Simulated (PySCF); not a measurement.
PySCF 2.14 output of a UHF calculation on a single atom or ion in aug-cc-pwCVTZ (8s7p5d3f, 75 functions), with the non-relativistic Hamiltonian (point nucleus):

```
SCF conv_tol = 1e-09
number electrons alpha = 7  beta = 6
cycle= 1 E= -288.245638085528  delta_E= -0.000266  |g|= 0.00471  |ddm|= 0.0206
cycle= 2 E= -288.24566724712  delta_E= -2.92e-05  |g|= 0.00183  |ddm|= 0.00653
cycle= 3 E= -288.245672581907  delta_E= -5.33e-06  |g|= 0.000277  |ddm|= 0.00397
cycle= 4 E= -288.24567272133  delta_E= -1.39e-07  |g|= 5.52e-05  |ddm|= 0.000856
cycle= 5 E= -288.245672728881  delta_E= -7.55e-09  |g|= 1.09e-05  |ddm|= 0.000282
cycle= 6 E= -288.245672729287  delta_E= -4.05e-10  |g|= 3.54e-06  |ddm|= 7.03e-05
converged SCF energy = -288.245672729287  <S^2> = 0.75060141  2S+1 = 2.0006013
```

The run itself started from symmetry-adapted Hartree-Fock orbitals and held the occupation by maximum overlap, so the iterations belong to that start.

Which element, charge and spin multiplicity is this?

Si⁺ (silicon, charge +1), multiplicity 2; the state was [Ne] 3s2 3d1, 2D determinant (an excited configuration).

The outer electron is Rydberg-like, and this basis confines it to a smaller radius and binds it less than a complete one would.
